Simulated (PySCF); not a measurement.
Gas-phase equilibrium of 1 mol ZnCl2, 2.5 mol H2O at 2500 K and 0.100 bar, among 18 species (ClO, O2, HCl, O, HO2, Zn, H2O, H, Zn(OH)2, HOCl, H2O2, O3, H2, ZnH2, ZnCl2, Cl, Cl2, OH). Only gases are allowed; each row takes one source of thermochemistry for all species, and Cantera finds the minimum.

Energies from PySCF, thermal terms from the rigid-rotor harmonic-oscillator model, ideal gas at 1 bar. † marks an energy on the PBE0/def2-TZVP geometry and frequencies; other levels use their own. Open shells (unrestricted) among the columns below: O2 (multiplicity 3), O (multiplicity 3, electronic degeneracy 9), H (multiplicity 2), Cl (multiplicity 2, electronic degeneracy 6), OH (multiplicity 2, electronic degeneracy 4); the rest are closed-shell singlets. Spin-orbit splitting is ignored; it lowers the true energy and changes the entropy of O, Cl, OH. Zn: all electrons, no relativistic terms. The harmonic model lacks anharmonicity and excited electronic states, which grow with temperature; levels with a mode under 35 cm⁻¹ are left out.

Molecules larger than those listed are left out. Table species left out: Zn+.

Mole fractions:

```csv
thermochemistry,x HCl,x H2O,x Zn,x O2,x H2,x Cl,x H,x OH,x O
M06-2X/def2-TZVP†,0.27,0.26,0.18,0.075,0.039,0.10,0.019,0.037,0.012
PBE/def2-SVP,0.31,0.15,0.18,0.14,0.11,0.050,0.052,0.011,0.0011
PBE0/def2-SVP†,0.28,0.20,0.18,0.10,0.067,0.077,0.045,0.032,0.0084
PBE0/def2-TZVP,0.28,0.24,0.18,0.087,0.046,0.082,0.031,0.040,0.0099
r2SCAN/def2-TZVP†,0.29,0.21,0.18,0.10,0.068,0.073,0.027,0.040,0.0063
ωB97X-V/def2-TZVP†,0.28,0.23,0.18,0.092,0.056,0.081,0.024,0.036,0.0083
```
The most sensitive of these is O: it spans a factor of 10^1.0 over these rows; at this temperature one factor of ten is RT ln 10 = 48 kJ/mol.
